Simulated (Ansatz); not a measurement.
```yaml
atoms:
  - { symbol: F, position_ang: [0.0000, 0.0000, 0.0000] }
  - { symbol: F, position_ang: [0.0000, 1.4306, 0.8259] }
  - { symbol: Cl, position_ang: [0.0000, -1.9952, 1.1520] }
```

Basis set: pcseg-2 (spherical functions). Charge 0, multiplicity 4.

Computed with Ansatz (development build ahead of 0.2.0); each method stands on the lowest determinant of its kind that the runs found. Restricted functionals stand beside restricted open-shell atoms, which can lie above the unrestricted atoms usual in DFT and then raise those values.

Task: Give the atomization energy at this shape (free ground-state atoms in the same class of orbitals less the molecule, no zero-point energy) of quartet ClF2 by r²SCAN (unrestricted), r²SCAN (restricted open-shell).

Result:

```
                        method  atomization energy
         r²SCAN (unrestricted)         69.2 kJ/mol
r²SCAN (restricted open-shell)         76.7 kJ/mol
```

Caution: other spin multiplicities may lie lower.

The shape needn't be a minimum at these levels.
